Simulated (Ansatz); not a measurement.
`[OH][Zn][SH]` and `[OH][Mg][SH]` differ in one element.

Ansatz, PBE0-D4/def2-TZVP geometries, multiplicity 1. Each molecule was computed in one conformer, which needn't be the lowest.

Scalar relativity is left out up to krypton.

```tsv
property	`[OH][Zn][SH]`
LUMO energy (ωB97M-V/def2-TZVPP) / eV	0.60
LUMO energy (PBE/def2-TZVPP) / eV	-1.87
size of the dipole moment (PBE/def2-TZVPP) / D	1.43
HOMO–LUMO gap (ωB97M-V/def2-TZVPP) / eV	10.30
LUMO energy (PBE0/def2-TZVPP) / eV	-1.01
LUMO energy (B3LYP/def2-TZVPP) / eV	-1.34
```

Task: Give the same properties after the change, and the shifts. (Estimate.)

Result: The calculation gave: 
```tsv
property	`[OH][Mg][SH]`	shift
LUMO energy (ωB97M-V/def2-TZVPP) / eV	0.07	-0.53
LUMO energy (PBE/def2-TZVPP) / eV	-1.97	-0.10
size of the dipole moment (PBE/def2-TZVPP) / D	1.50	0.07
HOMO–LUMO gap (ωB97M-V/def2-TZVPP) / eV	9.39	-0.91
LUMO energy (PBE0/def2-TZVPP) / eV	-1.25	-0.24
LUMO energy (B3LYP/def2-TZVPP) / eV	-1.55	-0.21
```

With PBE0 the HOMO rises by 0.38 eV and the LUMO falls by 0.24 eV, so the gap narrows by about 0.62 eV. PBE moves the HOMO by 0.34 eV and ωB97M-V by 0.38 eV. Dipoles are sizes alone; their direction can turn.

B3LYP here is the variant with VWN-RPA as its local correlation; programs differ in this.
